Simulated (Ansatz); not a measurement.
`BNCC` + `[OH][Sn]([F])([F])[F]` → `C[O][Sn]([F])([F])[F]` + `BNC` at 500 K and 1 bar (substitution at a C–C bond).

Program: Ansatz. Geometries: PBE0-D4/def2-TZVP. ΔE: electronic, gas phase. CCSD(T)/CBS is the MP2 limit (def2-TZVPP, def2-QZVPP) plus CCSD(T) − MP2 in def2-TZVPP, frozen cores. Elements past krypton have def2 core potentials. For Sn outer-core shells are correlated without core-valence functions, which leaves a few kJ/mol of doubt a bond. Each species was taken in one conformer, which may not be the lowest.

```tsv
species	CCSD(T)/CBS energy (Eh)	H − E (kJ/mol)	S (J/(mol·K))
`BNCC`	-160.44809	315.3	355.2
`[OH][Sn]([F])([F])[F]`	-589.29279	92.9	417.1
`C[O][Sn]([F])([F])[F]`	-628.53137	176.8	470.0
`BNC`	-121.18426	231.8	309.7
```

H − E and S are ideal-gas, rigid-rotor, harmonic terms from PBE0-D4/def2-TZVP, for one conformer and one mirror image of each species. 1 Eh = 2625.50 kJ/mol, R = 8.31446 J/(mol·K).

Q: By hand: ΔE, ΔH, ΔS and ΔG.

A: ΔE = (-628.53137) + (-121.18426) − (-160.44809) − (-589.29279) = 0.02525 Eh = 66.3 kJ/mol. Δ(H − E) = 176.8 + 231.8 − 315.3 − 92.9 = 0.4, so ΔH = 66.7 kJ/mol. ΔS = 470.0 + 309.7 − 355.2 − 417.1 = 7.4 J/(mol·K). ΔG = 66.7 − 500 × (7.4)/1000 = 63.0 kJ/mol.

Q: By hand: the equilibrium constant, and the temperature at which ΔG would vanish if ΔH and ΔS stayed fixed.

A: log₁₀ K = −ΔG/(RT ln 10) = -6.6. ΔG = 0 at ΔH/ΔS = 9014 K, far beyond where these terms or the molecules hold.

The number of gas molecules stays the same, so ΔS is small and ΔH decides. A doubt of 5 kJ/mol in ΔE shifts log₁₀ K by 0.5 here. Other conformers and mirror images would add mixing entropy, several J/(mol·K) or more a flexible species. Modes under 60 cm⁻¹, often nearly free rotors, make the harmonic entropy too high. These are equilibria of isolated gas molecules and say nothing of rates. Largest T1 diagnostic: 0.015 (customary marks: 0.02 for closed shells, 0.045 for open ones).
